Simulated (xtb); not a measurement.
Cl$_{4}$SW, charge +1, doublet, at a GFN2-xTB geometry (such geometries of metal compounds can be far from the true shape) (the multiplicity is a formal guess); xtb with GFN1-xTB with GBSA(water).

The xtb input:
```
$ xtb mol.xyz --gfn 1 --chrg 1 --uhf 1 --gbsa water --json

# file mol.xyz
6

W      0.00110670    -0.00047700     0.00117363
S      1.53966532    -0.66360810     1.63277594
Cl    -1.46446458     0.63119598    -1.55302746
Cl     0.32912794     2.09336427     0.54810743
Cl     1.24014675    -0.93553112    -1.54199173
Cl    -1.55872427    -1.16238046     1.00507275
```

Q: Write the output that xtb gives for this input, abridged.

A: 
```
   ID    Z sym.   atoms
    1   74 W      1
    2   16 S      2
    3   17 Cl     3-6

           -------------------------------------------------
          |                Calculation Setup                |
           -------------------------------------------------

           -------------------------------------------------
          |                 G F N 1 - x T B                 |
           -------------------------------------------------

      * Solvation model:               GBSA
        Solvent                        water
        Parameter file                 internal GFN1-xTB/GBSA
        Dielectric constant                7.8500E+01
        Reference state                gsolv [1 M gas/solution]
        Free energy shift                  2.0755E-03 Eh       1.3024E+00 kcal/mol
        Temperature                        2.9815E+02 K
        Density                            9.9800E-01 kg/L
        Solvent mass                       1.8000E+01 g/mol
        Interaction kernel             Still
        Born radius scaling (c1)           1.5808E+00
        Born radii integrator          GBOBC
        Born offset                        1.3596E-02 a0       2.5692E-02 AA
        H-bond correction              true
        Ion screening                  false
        Surface tension                    1.0000E-05 Eh       1.5569E+01 dyn/cm
        Grid points                               230 per atom

          ...................................................
          :                      SETUP                      :
          :.................................................:
          :  # basis functions                  60          :
          :  # atomic orbitals                  54          :
          :  # shells                           18          :
          :  # electrons                        39          :
          :  # halogen bonds                     4          :
          :  max. iterations                   250          :
          :  Hamiltonian                  GFN1-xTB          :
          :  restarted?                      false          :
          :  GBSA solvation                   true          :
          :  PC potential                    false          :
          :  electronic temp.          300.0000000     K    :
          :  accuracy                    1.0000000          :
          :  -> integral cutoff          0.2500000E+02      :
          :  -> integral neglect         0.1000000E-07      :
[...]
         :: total energy             -22.722094384351 Eh    ::
[...]
        25                         -0.2158168              -5.8727
        26                         -0.1298685              -3.5339
        27                         -0.1298684              -3.5339
        28                         -0.1294398              -3.5222
        29                         -0.1294396              -3.5222
        30                         -0.1289782              -3.5097
        31                         -0.1284236              -3.4946
       ...                                ...                  ...
        54                          0.8083443              21.9962
      -------------------------------------------------------------
                  HL-Gap            0.0966868 Eh            2.6310 eV
             Fermi-level           -0.4557208 Eh          -12.4008 eV

  Mulliken/CM5 charges         n(s)   n(p)   n(d)
     1W     1.58022  2.04795   0.375  0.869  3.176
     2S    -0.17575 -0.27083   1.896  4.287 -0.008
     3Cl   -0.21916 -0.30624   1.878  5.352 -0.011
     4Cl   -0.06174 -0.15694   1.878  5.194 -0.010
     5Cl   -0.06178 -0.15698   1.878  5.194 -0.010
     6Cl   -0.06178 -0.15697   1.878  5.194 -0.010

Wiberg/Mayer (AO) data.
largest (>0.10) Wiberg bond orders for each atom

 ---------------------------------------------------------------------------
     #   Z sym  total        # sym  WBO       # sym  WBO       # sym  WBO
 ---------------------------------------------------------------------------
     1  74 W    6.322 --     4 Cl   1.304     6 Cl   1.304     5 Cl   1.304
                             2 S    1.285     3 Cl   1.126
     2  16 S    1.526 --     1 W    1.285     3 Cl   0.111
     3  17 Cl   1.348 --     1 W    1.126     2 S    0.111
     4  17 Cl   1.509 --     1 W    1.304
     5  17 Cl   1.509 --     1 W    1.304
     6  17 Cl   1.509 --     1 W    1.304
 ---------------------------------------------------------------------------

Topologies differ in total number of bonds
Writing topology from bond orders to xtbtopo.mol

 dipole moment from electron density (au)
     X       Y       Z
   0.0597  -0.0256   0.0634  total (Debye):    0.231

           -------------------------------------------------
          | TOTAL ENERGY              -22.722094384351 Eh   |
          | GRADIENT NORM               0.048691716360 Eh/α |
          | HOMO-LUMO GAP               2.630982662513 eV   |
           -------------------------------------------------

normal termination of xtb
```
